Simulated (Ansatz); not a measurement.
Reactions of `FC[SiH2]CBr`.

Isolated molecules relaxed with PBE0-D4/def2-TZVP in Ansatz; ΔE leaves out vibrations. CCSD(T)/CBS adds triple-zeta CCSD(T) − MP2 to the extrapolated MP2 energy (def2 sets, frozen cores). This one scheme is used for every species. Functionals use def2-TZVPP. B3LYP here is the variant with VWN-RPA as its local correlation; programs differ in this. Elements past krypton have def2 core potentials. For Br, I, Sn outer-core shells are correlated without core-valence functions, which leaves a few kJ/mol of doubt a bond. Scalar relativity is left out up to krypton. Each species was taken in one conformer, which may not be the lowest.

```csv
reaction,MP2/CBS(def2) (kJ/mol),CCSD/CBS(def2) (kJ/mol),B3LYP-D4 (kJ/mol),CCSD(T)/CBS(def2) (kJ/mol)
`FC[SiH2]CBr` + HBr → `BrC[SiH2]Br` + `CF`,-128,-121,-114,-119
`FC[SiH2]CBr` + HI → `FC[SiH2]CI` + HBr,-23,-18,-14,-20
`FC[SiH2]CBr` + `[F][SnH3]` → `FC[SiH2][SnH2][F]` + `CBr`,-26,-28,-30,-28
`FC[SiH2]CBr` + H–F → `FC[SiH2]F` + `CBr`,-127,-134,-137,-129
`FC[SiH2]CBr` + H₂O → `O[SiH2]CBr` + `CF`,-112,-111,-110,-109
`FC[SiH2]CBr` + H₂ → `C[SiH2]CBr` + H–F,-148,-142,-125,-140
`FC[SiH2]CBr` + HI → `FC[SiH2]I` + `CBr`,-96,-89,-86,-88
`FC[SiH2]CBr` + `O[SiH3]` → `FC[SiH2]O[SiH3]` + `CBr`,-112,-116,-118,-112
`FC[SiH2]CBr` + H₂S → `FC[SiH2]CS` + HBr,-4,-2,-3,-3
`FC[SiH2]CBr` + CH₄ → `C[SiH2]CBr` + `CF`,-17,-16,-11,-15
```

Largest T1 diagnostic: 0.014, for `[F][SnH3]`.
